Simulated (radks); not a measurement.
Effect of the nuclear size on neutral gold, [Xe] 4f14 5d10 6s1. All-electron calculation, Dirac Kohn-Sham, relativistic LDA (MacDonald-Vosko exchange, VWN5 correlation), spin-unpolarised, spherical densities, finite nucleus; Fermi nuclear charge, rms radius 5.4371 fm. Program: a radial shooting solver on a logarithmic mesh with Libxc functionals. The rms radius is varied about that value; shifts are against it.

rms radius (fm) = 4.6052: total energy shift (eV) -27.2; density at nucleus (e/bohr^3) 2.255e+06; 1s1/2 shift (meV) -10900; 2s1/2 shift (meV) -1600; 4p1/2 shift (meV) -1.70; 5s1/2 shift (meV) -18.2; 6s1/2 shift (meV) -1.34; 6p1/2 (empty) shift (meV) 0.174
rms radius (fm) = 5.0837: total energy shift (eV) -11.9; density at nucleus (e/bohr^3) 2.168e+06; 1s1/2 shift (meV) -4740; 2s1/2 shift (meV) -701; 4p1/2 shift (meV) -0.744; 5s1/2 shift (meV) -7.94; 6s1/2 shift (meV) -0.585; 6p1/2 (empty) shift (meV) 0.076
rms radius (fm) = 5.4371: total energy shift (eV) 0; density at nucleus (e/bohr^3) 2.111e+06; 1s1/2 shift (meV) 0.000; 2s1/2 shift (meV) 0.000; 4p1/2 shift (meV) 0.000; 5s1/2 shift (meV) 0.000; 6s1/2 shift (meV) 0.000; 6p1/2 (empty) shift (meV) 0.000
rms radius (fm) = 5.8884: total energy shift (eV) 15.9; density at nucleus (e/bohr^3) 2.044e+06; 1s1/2 shift (meV) 6330; 2s1/2 shift (meV) 935; 4p1/2 shift (meV) 1.00; 5s1/2 shift (meV) 10.6; 6s1/2 shift (meV) 0.780; 6p1/2 (empty) shift (meV) -0.101
rms radius (fm) = 6.5191: total energy shift (eV) 39.4; density at nucleus (e/bohr^3) 1.963e+06; 1s1/2 shift (meV) 15700; 2s1/2 shift (meV) 2320; 4p1/2 shift (meV) 2.49; 5s1/2 shift (meV) 26.3; 6s1/2 shift (meV) 1.93; 6p1/2 (empty) shift (meV) -0.251

Slopes of the eigenvalues against <r^2> in GHz/fm^2, as finite differences over the two radii next to the reference (eigenvalue slopes, not the field-shift constants of lines): 1s1/2 303000, 2s1/2 44800, 4p1/2 47.8, 5s1/2 508, 6s1/2 37.4, 6p1/2 (empty) -4.86.
